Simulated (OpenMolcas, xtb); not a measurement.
# InSiH5 (SMILES [SiH3][InH2]): the vertical ionisation energy, rung by rung

The species is InSiH5 (7 atoms), meant as a singlet with charge 0. SMILES: `[SiH3][InH2]`. The coordinates come from a PBE0-D4/def2-TZVP relaxation.

Each level gives the vertical ionisation energy (to the doublet cation) (eV). The values are calculated.

```json
{"level": "GFN2-xTB", "kind": "semi-empirical", "program": "xtb", "value (eV)": "12.70", "CPU time (all runs)": "under 2 s"}
{"level": "HF/def2-TZVP (core potential)", "kind": "Hartree–Fock", "program": "OpenMolcas", "value (eV)": "8.71", "CPU time (all runs)": "49 s"}
{"level": "SVWN5/def2-TZVP (core potential)", "kind": "LDA", "program": "OpenMolcas", "value (eV)": "9.36", "CPU time (all runs)": "1.7 min"}
{"level": "PBE/def2-TZVP (core potential)", "kind": "GGA", "program": "OpenMolcas", "value (eV)": "9.19", "CPU time (all runs)": "2.5 min"}
{"level": "M06-L/def2-TZVP (core potential)", "kind": "meta-GGA", "program": "OpenMolcas", "value (eV)": "9.17", "CPU time (all runs)": "3.4 min"}
{"level": "TPSS/def2-TZVP (core potential)", "kind": "meta-GGA", "program": "OpenMolcas", "value (eV)": "9.25", "CPU time (all runs)": "3.5 min"}
{"level": "B3LYP/def2-TZVP (core potential)", "kind": "global hybrid", "program": "OpenMolcas", "value (eV)": "9.37", "CPU time (all runs)": "2.3 min"}
```

Spin-orbit coupling, which can split open shells on such heavy atoms by tenths of an eV, is left out. The values span 8.71 to 12.70 eV. The xTB values lack the empirical shift that such differences need. CPU times are rough (shared hosts, several kinds of processor and program).
